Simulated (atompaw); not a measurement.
## What one change does to a pseudopotential (La, PAW (atompaw))

* Element: La
* Generator: atompaw 4.2.0.5
* Type: PAW
* Functional: PBE
* Relativity: non-relativistic
* Frozen core: [Kr] 4d10 5s2
* Valence charge: 9
* Reference configuration: 4f0 5p6 5d1 6s0.5 6p0 (charge +1.5)
* Partial waves: 6s (bound); 6s channel at 3.35 Ry; 5p (bound); 6p (bound, empty); 5d (bound); 5d channel at -0.3 Ry; 4f (bound, empty); 4f channel at 0.5 Ry
* Local potential: troulliermartins scheme with l = 4 at 1 Ry, radius 2.80 bohr
* Core correction: smooth core density matched at 2.85 bohr
* Augmentation charge: besselshape compensation charge, radius 2.55 bohr; PAW radius 3.00 bohr; waves and projectors: bloechl

Change: wave 5d channel at -0.3 Ry becomes 5d channel at 2.31 Ry.

Cutoffs: the cutoffs (Ry, on a coarse ladder) from which the occupation-weighted sum of valence levels, in a spherical-Bessel basis at the reference potential, stays within 10 and 1 mRy of its value at 400 Ry; they do not see the model core or the augmentation charge, which bear on the density cutoff.

Problem. What does the change do?

Solution. The potential gets neither clearly harder nor softer (18 Ry and 30 Ry → 18 Ry and 30 Ry); both files keep a bound ghost (s); the range in which the d phases agree widens (upper end 0.4 → at the end of the scan).

| quantity | base | changed |
| --- | --- | --- |
| cutoff, loose | 18 Ry | 18 Ry |
| cutoff, tight | 30 Ry | 30 Ry |
| loose cutoff by channel (10 mRy a level) | s 6 Ry, p 12 Ry, d 12 Ry | s 6 Ry, p 12 Ry, d 15 Ry |
| bound ghosts | s | s |
| s: phases at 3.00 bohr within 0.05 rad from the reference energy up to (Ry; the scan ends near 5) | -0.1 | -0.1 |
| p: phases at 3.00 bohr within 0.05 rad from the reference energy up to (Ry; the scan ends near 5) | 3.5 | 3.5 |
| d: phases at 3.00 bohr within 0.05 rad from the reference energy up to (Ry; the scan ends near 5) | 0.4 | to the end of the scan |
| f: phases at 3.00 bohr within 0.05 rad from the reference energy up to (Ry; the scan ends near 5) | 3.2 | 3.2 |
| lowest overlap eigenvalue by channel | s 0.68, p 0.64, d 0.02, f 1.00 | s 0.68, p 0.64, d 0.81, f 1.00 |

 A true bound ghost makes a file unfit for plane-wave use even where its test errors are small: the radial tests pick states by their node count and pass the ghost by. The cutoffs see the waves, projectors and local potential, not the compensation charge or the core.
